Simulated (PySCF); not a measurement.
Gas-phase XPS of `CCCBc1ccco1`, computed

C7H11BO.
Bonds: C1–C2, C2–C3, C3–B4, B4–C5, C5–C6 (aromatic), C6–C7 (aromatic), C7–C8 (aromatic), C8–O9 (aromatic), C5–O9 (aromatic). Hydrogens: H10, H11, H12 on C1; H13, H14 on C2; H15, H16 on C3; H17 on B4; H18 on C6; H19 on C7; H20 on C8.

Theory: delta-SCF UKS SCAN, pcX-2 on the ionised atom, pcseg-1 elsewhere, spin-free X2C in PySCF 2.14.0. These are vertical core ionisation energies against the vacuum level, from separate self-consistent calculations with and without the core hole.

**Question.** What binding energy does each computed site have?

**Answer.** 
```
atom(s)                                                     bonded to  level  binding energy (eV)  above the level's lowest (eV)  count
     O9                                  2 C (aromatic in the SMILES)   O 1s               539.83                           0.00      1
     C8  O (aromatic in the SMILES), C (aromatic in the SMILES) and H   C 1s               291.79                          +2.18      1
     C5  O (aromatic in the SMILES), C (aromatic in the SMILES) and B   C 1s               291.00                          +1.39      1
     C7                            2 C (aromatic in the SMILES) and H   C 1s               290.55                          +0.94      1
     C6                            2 C (aromatic in the SMILES) and H   C 1s               290.51                          +0.90      1
     C1                                                     C and 3 H   C 1s               290.26                          +0.65      1
     C2                                                   2 C and 2 H   C 1s               290.21                          +0.60      1
     C3                                                  C, 2 H and B   C 1s               289.61                           0.00      1
```

Lowest listed C 1s: C3, bonded to C, 2 H and B. Highest, 2.18 eV above it: C8, bonded to O (aromatic in the SMILES), C (aromatic in the SMILES) and H. The values 290.21 and 290.26 eV; the values 290.51 and 290.55 eV lie too close for their order to be trusted.

**Question.** What is the C 1s shift of C7 against C5?

**Answer.** 290.55 − 291.00 = -0.45 eV, or -43 kJ/mol.

Not every level is listed. No level of boron is listed. Geometry: PBE0-D3(BJ)/def2-SVP, one conformer, isolated molecule.

Shape of the structure used: `[CH3:1][CH2:2][CH2:3][BH:4][c:5]1[cH:6][cH:7][cH:8][o:9]1`: C1–C2–C3–B4 67°, C2–C3–B4–C5 -158°, C3–B4–C5–C6 -176°.
